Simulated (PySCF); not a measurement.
Species: C8H12.
Numbering: `[CH:1]#[C:2][CH:3]1[CH2:4][CH2:5][CH2:6][CH2:7][CH2:8]1` (hydrogens: H9 on C1; H10 on C3; H11, H12 on C4; H13, H14 on C5; H15, H16 on C6; H17, H18 on C7; H19, H20 on C8)

The same species was optimised twice, with GFN2-xTB and with PBE0-D3(BJ)/def2-SVP (PySCF), and the same property calculations (PySCF, gas phase) were run on both structures.

| coordinate | GFN2-xTB | PBE0-D3(BJ)/def2-SVP | change |
| --- | --- | --- | --- |
| C1≡C2 (Å) | 1.197 | 1.212 | +0.015 |
| C2–C3 (Å) | 1.451 | 1.460 | +0.009 |
| C3–C4 (Å) | 1.534 | 1.537 | +0.003 |
| C3–C8 (Å) | 1.534 | 1.537 | +0.003 |
| C4–C5 (Å) | 1.526 | 1.524 | -0.002 |
| C7–C8 (Å) | 1.525 | 1.524 | -0.001 |
| C6–C7 (Å) | 1.526 | 1.525 | -0.001 |
| C5–C6 (Å) | 1.526 | 1.525 | -0.001 |
| C2–C3–C8 (°) | 110.1 | 111.6 | +1.5 |
| C2–C3–C4 (°) | 110.4 | 111.6 | +1.2 |
| C6–C7–C8 (°) | 110.5 | 111.7 | +1.2 |
| C4–C5–C6 (°) | 110.5 | 111.6 | +1.1 |
| C3–C4–C5 (°) | 110.5 | 111.4 | +0.9 |
| C3–C8–C7 (°) | 110.5 | 111.4 | +0.9 |
| C5–C6–C7 (°) | 110.4 | 111.2 | +0.8 |
| C4–C3–C8 (°) | 110.0 | 110.7 | +0.7 |

Rotational constants: A = 4292, B = 1414, C = 1146 MHz (GFN2-xTB) against A = 4268, B = 1387, C = 1122 MHz (PBE0-D3(BJ)/def2-SVP). Point groups within 0.08 Å: Cs and Cs.

On the GFN2-xTB structure: HOMO (eV) -7.57 [PBE0/pcSseg-1]; LUMO (eV) 1.34 [PBE0/pcSseg-1]; dipole (D) 0.94 [PBE0/pcSseg-1]; GIAO shielding of C1 (ppm) 112.6 [PBE0/pcSseg-1]; GIAO shielding of C2 (ppm) 92.9 [PBE0/pcSseg-1]; GIAO shielding of C3 (ppm) 155.6 [PBE0/pcSseg-1]; GIAO shielding of C4/C8 (mean) (ppm) 149.3 [PBE0/pcSseg-1]; GIAO shielding of C5/C7 (mean) (ppm) 156.8 [PBE0/pcSseg-1]; GIAO shielding of C6 (ppm) 157.0 [PBE0/pcSseg-1].

Question: What do these properties become on the PBE0-D3(BJ)/def2-SVP structure?

Answer: 
| property | level | on GFN2-xTB | on PBE0-D3(BJ)/def2-SVP | change |
| --- | --- | --- | --- | --- |
| HOMO (eV) | PBE0/pcSseg-1 | -7.57 | -7.56 | +0.01 |
| LUMO (eV) | PBE0/pcSseg-1 | 1.34 | 1.24 | -0.10 |
| dipole (D) | PBE0/pcSseg-1 | 0.94 | 0.93 | -0.01 |
| energy, GFN2-xTB geometry as zero (kcal/mol) | PBE0/pcSseg-1 | 0.0 | -0.7 | -0.7 |
| GIAO shielding of C1 (ppm) | PBE0/pcSseg-1 | 112.6 | 110.4 | -2.2 |
| GIAO shielding of C2 (ppm) | PBE0/pcSseg-1 | 92.9 | 92.4 | -0.5 |
| GIAO shielding of C3 (ppm) | PBE0/pcSseg-1 | 155.6 | 153.9 | -1.7 |
| GIAO shielding of C4/C8 (mean) (ppm) | PBE0/pcSseg-1 | 149.3 | 149.1 | -0.2 |
| GIAO shielding of C5/C7 (mean) (ppm) | PBE0/pcSseg-1 | 156.8 | 156.3 | -0.5 |
| GIAO shielding of C6 (ppm) | PBE0/pcSseg-1 | 157.0 | 156.7 | -0.3 |

The heavy atoms differ by 0.026 Å rms after alignment. Among bonds between heavy atoms C1≡C2 changes most (+0.015 Å). Changes are differences of the printed values. Neither structure is proved a minimum here.
